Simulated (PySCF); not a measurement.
Mo(O)2(F)(NH2) (FH2MoNO2), SMILES [NH2][Mo](=[O])(=[O])[F], multiplicity 1.

Coordinates come from a B3LYP-D3(BJ)/def2-SVP optimisation. The multiplicity is an assumed one; no other spin state was optimised. The structure was generated by enumeration; whether it is a known compound was not checked. The def2 effective core potentials stand for the cores of Mo; spin–orbit coupling is left out. The values are those of a single conformer.

Computed with PySCF with TDDFT-PBE0/def2-SVPD.

Vertical excitations. The molecule is in vacuum. State labels are in the subgroup Cs.

| state | symmetry | energy (eV) | λ (nm) | f | main pairs |
|---|---|---|---|---|---|
| S1 | A' | 4.70 | 264 | 0.000 | HOMO−1→LUMO 97 % |
| S2 | A" | 4.72 | 263 | 0.000 | HOMO→LUMO 94 % |
| S3 | A" | 5.16 | 240 | 0.005 | HOMO−1→LUMO+1 85 % |
| S4 | A' | 5.35 | 232 | 0.071 | HOMO→LUMO+1 80 % |
| S5 | A' | 5.82 | 213 | 0.004 | HOMO−2→LUMO+1 89 % |
| S6 | A" | 5.90 | 210 | 0.005 | HOMO−2→LUMO 54 %, HOMO−3→LUMO 30 % |
| S7 | A' | 6.19 | 200 | 0.013 | HOMO→LUMO+2 87 % |
| S8 | A" | 6.20 | 200 | 0.000 | HOMO−1→LUMO+2 81 % |
| S9 | A" | 6.36 | 195 | 0.008 | HOMO−3→LUMO 56 %, HOMO−2→LUMO 16 %, HOMO−1→LUMO+2 10 % |
| S10 | A" | 6.56 | 189 | 0.001 | HOMO−4→LUMO+1 90 % |
| T1 | A' | 4.07 | 304 | 0 | HOMO→LUMO+1 94 % |
| T2 | A' | 4.29 | 289 | 0 | HOMO−1→LUMO 93 % |
| T3 | A" | 4.35 | 285 | 0 | HOMO→LUMO 74 % |
| T4 | A" | 4.61 | 269 | 0 | HOMO−1→LUMO+1 81 %, HOMO→LUMO 13 % |
Triplets are in the Tamm–Dancoff approximation, which puts them higher than full response would, so one can lie above its singlet here.
